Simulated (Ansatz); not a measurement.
Start from `BN(C)C=C` and change one atom or group to get `B[N]([GeH3])C=C`.

Ansatz, PBE0-D4/def2-TZVP geometries, multiplicity 1. Each molecule was computed in one conformer, which needn't be the lowest.

Scalar relativity is left out up to krypton.

| property | `BN(C)C=C` |
| --- | --- |
| LUMO energy (ωB97M-V/def2-TZVPP) / eV | 1.32 |
| HOMO energy (B3LYP/def2-TZVPP) / eV | -6.58 |
| HOMO–LUMO gap (ωB97M-V/def2-TZVPP) / eV | 10.27 |
| HOMO energy (PBE0/def2-TZVPP) / eV | -6.79 |
| size of the dipole moment (ωB97M-V/def2-TZVPP) / D | 1.18 |
| LUMO energy (PBE/def2-TZVPP) / eV | -1.48 |

Question: Give the same properties after the change, and the shifts. (Estimate.)

Answer: The calculation gave: 
| property | `B[N]([GeH3])C=C` | shift |
| --- | --- | --- |
| LUMO energy (ωB97M-V/def2-TZVPP) / eV | 1.30 | -0.02 |
| HOMO energy (B3LYP/def2-TZVPP) / eV | -6.69 | -0.11 |
| HOMO–LUMO gap (ωB97M-V/def2-TZVPP) / eV | 10.38 | 0.11 |
| HOMO energy (PBE0/def2-TZVPP) / eV | -6.91 | -0.12 |
| size of the dipole moment (ωB97M-V/def2-TZVPP) / D | 1.16 | -0.02 |
| LUMO energy (PBE/def2-TZVPP) / eV | -1.52 | -0.04 |

Dipoles are sizes alone; their direction can turn.

B3LYP here is the variant with VWN-RPA as its local correlation; programs differ in this.
